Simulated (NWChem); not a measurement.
System: ZrH3Cl; SMILES [ZrH3][Cl]

The following NWChem deck was run.

```
start job
memory heap 200 mb stack 900 mb global 1100 mb
geometry units angstroms noautosym nocenter noautoz
  Zr     0.000000     0.000000    -0.556731
  Cl     0.000000     0.000000     1.762224
  H      0.751822     1.570580    -1.154558
  H      0.984251    -1.436387    -1.154558
  H     -1.736073    -0.134193    -1.154558
end
basis spherical
  * library def2-svpd
end
ecp
  Zr library def2-ecp
end
dft
  xc b3lyp
  iterations 150
end
property
  response 1 0.0773
end
task dft property
```

Excerpt of the output:

```
             Northwest Computational Chemistry Package (NWChem) 7.3.0
             --------------------------------------------------------

                             Geometry "geometry" -> ""
                             -------------------------

 Output coordinates in angstroms (scale by  1.889725989 to convert to a.u.)

  No.       Tag          Charge          X              Y              Z
 ---- ---------------- ---------- -------------- -------------- --------------
    1 Zr                  40.0000     0.00000000     0.00000000    -0.55673100
    2 Cl                  17.0000     0.00000000     0.00000000     1.76222400
    3 H                    1.0000     0.75182200     1.57058000    -1.15455800
    4 H                    1.0000     0.98425100    -1.43638700    -1.15455800
    5 H                    1.0000    -1.73607300    -0.13419300    -1.15455800

 Effective nuclear repulsion energy (a.u.)     198.1370715858

                                 NWChem DFT Module
                                 -----------------

 Summary of "ao basis" -> "ao basis" (spherical)
 ------------------------------------------------------------------------------
       Tag                 Description            Shells   Functions and Types
 ---------------- ------------------------------  ------  ---------------------
 Zr                        def2-svpd                12       34   5s4p2d1f
 Cl                        def2-svpd                11       27   5s4p2d
 H                         def2-svpd                 4        8   2s2p

            General Information
            -------------------
          SCF calculation type: DFT
          Wavefunction type:  closed shell.
          No. of atoms     :     5
          No. of electrons :    32
           Alpha electrons :    16
            Beta electrons :    16
          Charge           :     0
          Spin multiplicity:     1
          Use of symmetry is: off; symmetry adaption is: off
          Maximum number of iterations: 150
          AO basis - number of functions:    85
                     number of shells:    35
          Convergence on energy requested:  1.00D-06
          Convergence on density requested:  1.00D-05
          Convergence on gradient requested:  5.00D-04

              XC Information
              --------------
                         B3LYP Method XC Potential
                     Hartree-Fock (Exact) Exchange  0.200
                        Slater Exchange Functional  0.800 local
                    Becke 1988 Exchange Functional  0.720 non-local
              Lee-Yang-Parr Correlation Functional  0.810
                  VWN I RPA Correlation Functional  0.190 local

             Grid Information
             ----------------
          Grid used for XC integration:  medium
          Radial quadrature: Mura-Knowles
          Angular quadrature: Lebedev.
          Tag              B.-S. Rad. Rad. Pts. Rad. Cut. Ang. Pts.
          ---              ---------- --------- --------- ---------
          Zr                  1.55      123          12.0       590
          Cl                  1.00       88          12.0       590
          H                   0.35       45          12.0       434
          Grid pruning is: on
          Number of quadrature shells:   346
          Spatial weights used:  Erf1

      Superposition of Atomic Density Guess
      -------------------------------------

 Sum of atomic energies:        -514.32674279

      Non-variational initial energy
      ------------------------------

 Total energy =    -507.118421
 1-e energy   =    -843.464851
 2-e energy   =     270.975565
 HOMO         =      -0.320929
 LUMO         =      -0.010027

   convergence    iter        energy       DeltaE   RMS-Dens  Diis-err
 ---------------- ----- ----------------- --------- --------- ---------
 d= 0,ls=0.0,diis     1   -508.8184232053 -5.74D+02  3.32D-02  6.54D-01
 d= 0,ls=0.0,diis     2   -507.8211790299  9.97D-01  2.11D-02  8.50D+00
 d= 0,ls=0.0,diis     3   -508.9414235855 -1.12D+00  4.94D-03  7.67D-02
 d= 0,ls=0.0,diis     4   -508.9523963757 -1.10D-02  1.45D-03  1.85D-02
 d= 0,ls=0.0,diis     5   -508.9552458071 -2.85D-03  1.17D-04  3.60D-05
  Resetting Diis
 d= 0,ls=0.0,diis     6   -508.9552516979 -5.89D-06  3.90D-05  9.93D-06
 d= 0,ls=0.0,diis     7   -508.9552531180 -1.42D-06  1.52D-05  4.59D-07
 d= 0,ls=0.0,diis     8   -508.9552531162  1.78D-09  7.53D-06  5.11D-07

         Total DFT energy =     -508.955253116189
      One electron energy =     -845.024157397872
           Coulomb energy =      305.923947230562
    Exchange-Corr. energy =      -35.225907501703
 Nuclear repulsion energy =       65.370864552824

 Numeric. integr. density =       31.999986417659

                       DFT Final Molecular Orbital Analysis
                       ------------------------------------

 Vector   14  Occ=2.000000D+00  E=-3.313057D-01
              MO Center= -1.1D-05,  7.0D-06, -1.0D+00, r^2= 3.5D+00
   Bfn.  Coefficient  Atom+Function         Bfn.  Coefficient  Atom+Function
  ----- ------------  ---------------      ----- ------------  ---------------
     4      0.414873  1 Zr s                  2     -0.347899  1 Zr s
    20     -0.247657  1 Zr d  0              62      0.244418  3 H  s
    70      0.244415  4 H  s                 78      0.244419  5 H  s
     1     -0.158732  1 Zr s                 63      0.152777  3 H  s
    71      0.152776  4 H  s                 79      0.152779  5 H  s

 Vector   15  Occ=2.000000D+00  E=-3.117272D-01
              MO Center= -2.4D-01,  6.1D-01, -9.3D-01, r^2= 2.9D+00
   Bfn.  Coefficient  Atom+Function         Bfn.  Coefficient  Atom+Function
  ----- ------------  ---------------      ----- ------------  ---------------
    62     -0.328460  3 H  s                 22      0.320816  1 Zr d  2
    78      0.288801  5 H  s                  6      0.179430  1 Zr px
    63     -0.178710  3 H  s                 21     -0.173007  1 Zr d  1
    18     -0.167076  1 Zr d -2              79      0.157134  5 H  s
     7      0.154714  1 Zr py                19      0.149177  1 Zr d -1

 Vector   16  Occ=2.000000D+00  E=-3.117271D-01
              MO Center=  2.4D-01, -6.1D-01, -9.3D-01, r^2= 2.9D+00
   Bfn.  Coefficient  Atom+Function         Bfn.  Coefficient  Atom+Function
  ----- ------------  ---------------      ----- ------------  ---------------
    70      0.356378  4 H  s                 18     -0.320816  1 Zr d -2
    78     -0.212531  5 H  s                 71      0.193900  4 H  s
     7      0.179430  1 Zr py                19      0.173008  1 Zr d -1
    22     -0.167076  1 Zr d  2               6     -0.154714  1 Zr px
    21      0.149177  1 Zr d  1              62     -0.143842  3 H  s

 Vector   17  Occ=0.000000D+00  E=-1.044555D-01
              MO Center= -1.3D-01,  1.2D-04, -6.0D-01, r^2= 2.3D+00
   Bfn.  Coefficient  Atom+Function         Bfn.  Coefficient  Atom+Function
  ----- ------------  ---------------      ----- ------------  ---------------
    19      0.590657  1 Zr d -1              18      0.552426  1 Zr d -2
    23      0.147153  1 Zr d -2              47     -0.142533  2 Cl py
    24      0.140728  1 Zr d -1              44     -0.095279  2 Cl py
    21      0.068933  1 Zr d  1              16     -0.068145  1 Zr py
    13     -0.065744  1 Zr py                22     -0.063951  1 Zr d  2

 Vector   18  Occ=0.000000D+00  E=-1.044546D-01
              MO Center=  1.3D-01, -1.2D-04, -6.0D-01, r^2= 2.3D+00
   Bfn.  Coefficient  Atom+Function         Bfn.  Coefficient  Atom+Function
  ----- ------------  ---------------      ----- ------------  ---------------
    21      0.590655  1 Zr d  1              22      0.552428  1 Zr d  2
    27      0.147153  1 Zr d  2              46      0.142530  2 Cl px
    26      0.140726  1 Zr d  1              43      0.095278  2 Cl px
    19     -0.068932  1 Zr d -1              15      0.068148  1 Zr px
    12      0.065745  1 Zr px                18      0.063951  1 Zr d -2

 Vector   19  Occ=0.000000D+00  E=-8.298960D-02
              MO Center=  3.6D-06,  1.8D-07, -1.1D+00, r^2= 3.7D+00
   Bfn.  Coefficient  Atom+Function         Bfn.  Coefficient  Atom+Function
  ----- ------------  ---------------      ----- ------------  ---------------
    20      0.670680  1 Zr d  0               8      0.234677  1 Zr pz
    14     -0.231499  1 Zr pz                25      0.211391  1 Zr d  0
    48      0.202438  2 Cl pz                17     -0.201007  1 Zr pz
     5      0.127453  1 Zr s                 45      0.114777  2 Cl pz
    38     -0.105872  2 Cl s                 51      0.105890  2 Cl pz

     Multipole analysis of the density
     ---------------------------------

     L   x y z        total         alpha         beta         nuclear
     -   - - -        -----         -----         ----         -------
     0   0 0 0      0.000000    -16.000000    -16.000000     32.000000

     1   1 0 0     -0.000002     -0.000001     -0.000001     -0.000000
     1   0 1 0      0.000002      0.000001      0.000001      0.000000
     1   0 0 1     -0.276963    -18.859394    -18.859394     37.441825

     2   2 0 0    -31.239775    -23.740373    -23.740373     16.240971
     2   1 1 0      0.000003      0.000001      0.000001      0.000000
     2   1 0 1      0.000006      0.000003      0.000003      0.000000
     2   0 2 0    -31.239782    -23.740378    -23.740378     16.240975
     2   0 1 1      0.000005      0.000003      0.000003     -0.000000
     2   0 0 2    -30.279561   -123.183713   -123.183713    216.087864

 *** CALLING NEW AORESP DRIVER FOR CLOSED AND OPEN SHELLS ***
 Entering AOResponse driver routine

--------------------------------------------------------------------------------

          -----------------------------------------------
          Solving response equations for perturbing field
          -----------------------------------------------

 number of frequencies:     1
 frequency in a.u.:  0.7730000E-01
 Perturbing field: electric
 Using El. Dipole Length Gauge

 Setting up CPKS with frequency omega =      0.07730000 a.u.

                            NWChem Dynamic CPHF Module
                            --------------------------

    scftype = RHF
    nclosed =   16
      nopen =    0
  variables =     2208
  num. vecs =        3
  tolerance =   1.0D-04
  max. iter =   50

 SCF residual:    1.8300871430161671E-004

Iterative solution of linear equations
  No. of variables     2208
  No. of equations        3
  Maximum subspace       30
       Convergence  1.0D-04

   iter   nsub   residual    time
   ----  ------  --------  ---------
     1      3    4.75D+00      14.9
     2      6    2.12D+00      21.5
     3      9    6.13D-01      27.9
     4     12    1.53D-01      34.2
     5     15    4.05D-02      40.6
     6     18    5.55D-03      47.0
     7     21    2.64D-03      53.3
     8     24    1.40D-03      59.8
     9     27    1.65D-04      66.1
    10     30    1.62D-05      72.4

 Electric Dipole Response Matrix (nonzero elements):

              1        2        3
    1   63.2875   0.0000  -0.0001
    2    0.0000  63.2875  -0.0000
    3   -0.0001  -0.0000  75.5527

 ------------------------------------------
 average:        67.37593 + I       0.00000

 DFT Linear Response polarizability / au
 Frequency  =       0.0773000 / au
 Wavelength =     589.4353558 / nm
              X              Y              Z
 -----------------------------------------------
 X      63.2875191      0.0000086     -0.0000510
 Y       0.0000086     63.2875367     -0.0000082
 Z      -0.0000510     -0.0000082     75.5527293
 -----------------------------------------------
 Eigenvalues =      63.2875156     63.2875402     75.5527293
 Isotropic   =      67.3759283
 Anisotropic =      12.2652014
 -----------------------------------------------

 Magnetic Dipole Response Matrix (nonzero elements):
```

Level: B3LYP/def2-SVPD with def2 effective core potentials on Zr. Coordinates come from a PBE0/def2-SVP optimisation. def2 effective core potentials on Zr; no spin-orbit coupling.
